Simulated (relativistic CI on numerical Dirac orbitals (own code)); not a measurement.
A reference radial Dirac CI calculation of Mo IV gave the lowest total energy -4041.52212 Ha in 33 SCF steps, from this input:

```
atom Mo  Z=42  charge=3  electrons=39
nucleus A=98  rms_radius_fm=4.4091
hamiltonian dirac-coulomb  breit=on  qed=on  c_scale=1
orbitals kli  potential=per-configuration
slater_scale 1
correlation none
mixing on
grid step=0.0125 r_max=50.3
scf mixing=0.4 start=green max_iterations=150 tolerance=2e-08 node_fill=0.05
configurations
  [Kr] 4d3
  [Kr] 4d2 5s
  [Kr] 4d2 5p
end
```

One setting was then changed (and the iteration limit cut to 51), and the output read:

```
SCF 1: [Kr] 4d3
 iter      energy (Ha)   residual   last orbital (Ha)
    1     -4026.838884   2.41e+00     -2.77843
    2     -4043.181701   8.27e-01     -1.74520
    3     -4045.453957   9.64e-02     -1.38394
    4     -4045.478984   6.13e-02     -1.44817
    5     -4045.487185   1.46e-02     -1.42864
SCF 2: [Kr] 4d2 5s
 iter      energy (Ha)   residual   last orbital (Ha)
    1     -4027.860632   2.35e+00     -1.60314
    2     -4042.962257   8.29e-01     -1.29163
    3     -4045.200854   9.21e-02     -1.15395
    4     -4045.221336   7.15e-02     -1.16684
    5     -4045.230640   1.68e-02     -1.15593
SCF 3: [Kr] 4d2 5p
 iter      energy (Ha)   residual   last orbital (Ha)
    1     -4027.699397   2.34e+00     -1.27759
    2     -4042.741964   8.28e-01     -1.03105
    3     -4044.977545   9.36e-02     -0.92527
    4     -4044.997124   7.03e-02     -0.93115
    5     -4045.006127   1.54e-02     -0.92295
orbital energies (Ha): 3p3/2 -15.2659  3d3/2 -9.7169  3d5/2 -9.5951  4s -3.7547  4p1/2 -2.8560  4p3/2 -2.7629  4d3/2 -1.4390  4d5/2 -1.4286
configuration averages (Ha): Dirac-Coulomb, Breit, QED
  4d3                          -4045.487185    2.425000    1.621223
  4d2 5s                       -4045.230640    2.425866    1.621793
  4d2 5p                       -4045.006127    2.425891    1.621377
levels: no., configuration, term, J, E (cm-1), weight
   1 4d3                    4F   3/2              0.0  0.99
   2 4d3                    4F   5/2            693.5  1.00
   3 4d3                    4F   7/2           1593.0  1.00
   4 4d3                    4F   9/2           2646.2  0.99
   5 4d3                    4P   1/2          13018.8  0.95
   6 4d3                    4P   3/2          13096.3  0.89
   7 4d3                    2G   7/2          13965.4  0.99
   8 4d3                    4P   5/2          14191.1  0.99
   9 4d3                    2G   9/2          14698.7  0.89
  10 4d3                    2P   1/2          17320.7  0.94
  11 4d3                    2P   3/2          17433.1  0.60
  12 4d3                    2H   9/2          18736.6  0.90
  13 4d3                    2H   11/2         19173.9  1.00
  14 4d3                    2D   3/2          20456.8  0.70
lowest total energy -4041.521643 Ha
end: converged
```

Task: Which setting was changed?
A. charge
B. speed of light
C. SCF tolerance
D. configuration list

Result: C. The SCF tolerance 0.05. This setting is bad on purpose; its numbers may not be properties of the ion.
